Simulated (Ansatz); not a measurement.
Ideal-gas functions of CH5GeSSb (`[GeH3][Sb]1[CH2][S]1`) at 298.15 K and 1 bar, from an Ansatz frequency run at PBE0-D4/def2-TZVP.

Molar mass 243.49 g/mol, point group C1 (symmetry number 1), electronic degeneracy 1, moments of inertia 183.695, 449.007, 563.877 u Å². Harmonic wavenumbers (cm⁻¹, unscaled): 77, 97, 161, 218, 353, 440, 450, 479, 764, 772, 780, 866, 879, 965, 973, 1424, 2121, 2141, 2151, 3124, 3220.

Use S(trans) = R[1.5 ln M + 2.5 ln T − 1.1517]; rotational temperatures θ = 24.2544 K / I; S(rot) = R[ln(√π/σ · √(T³/θAθBθC)) + 1.5]; for each mode x = 1.438777 ν̃/T, S = R[x/(eˣ − 1) − ln(1 − e⁻ˣ)] and H = RT x/(eˣ − 1); 1 cm⁻¹ = 0.0119627 kJ/mol; R = 8.31446 J/(mol·K).

Question: By hand: the entropy, in J/(mol·K).

Answer: Translation 177.4. Rotation: θ = 0.132, 0.054, 0.043 K, giving 121.9. Vibration, mode by mode: 16.59, 14.70, 10.62, 8.27, 4.82, 3.46, 3.33, 2.98, 1.00, 0.97, 0.94, 0.67, 0.64, 0.45, 0.44, 0.07, 0.00, 0.00, 0.00, 0.00, 0.00, in all 69.9. Electronic 0.0. Sum 369.2 J/(mol·K).

Question: By hand: H − E and G − E in kJ/mol, counted from the electronic energy.

Answer: Zero-point energy ½ × 22455 × 0.0119627 = 134.3; thermal vibration 11.2; translation, rotation and pV give 4 RT = 9.9. H − E = 155.4 kJ/mol, and G − E = 155.4 − 298.15 × 369.2/1000 = 45.3 kJ/mol.

Vibration gives 19 % of the entropy, 31.3 J/(mol·K) of it from the modes under 150 cm⁻¹: soft modes count most, and the harmonic formula is weakest for them. The sum counts one conformer and one mirror image; others add a mixing term.
